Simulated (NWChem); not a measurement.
C₆H₉O, doublet; SMILES [CH]1CCCCC1=O

```xyz
16

O      0.0834     2.4082     0.0361
C      0.0475     1.1661     0.0303
C      1.2583     0.3966    -0.0566
C      1.3098    -1.0969    -0.0945
C     -0.0191    -1.7589     0.3099
C     -1.2089    -1.0386    -0.3378
C     -1.2837     0.4213     0.1352
H      2.1805     0.9676    -0.1390
H      2.1379    -1.4591     0.5323
H      1.5786    -1.4069    -1.1208
H     -0.1269    -1.7229     1.4027
H     -0.0042    -2.8184     0.0292
H     -2.1460    -1.5571    -0.1030
H     -1.1009    -1.0687    -1.4316
H     -2.0329     0.9957    -0.4203
H     -1.5931     0.4542     1.1906
```
Atoms are numbered in this order, from 1.

Computed with NWChem. Spin-unrestricted. Geometry: optimised at B3LYP/6-31G* (spherical d), spin-unrestricted. Not confirmed as a minimum by frequencies. No stability test was run on the SCF state. Level: PBE0/def2-SVP with SMD (1 M gas to 1 M solution), gas-phase geometry. Reactions with the solvent are ignored.

### Question
Among these, which solvent gives the highest value of “cavity-dispersion-structure term (kcal/mol)”?
A) anisole
B) cyclohexane
C) toluene
D) water

### Answer
D, water. Values: toluene -4.2; cyclohexane -3.6; anisole -3.5; water 3.2
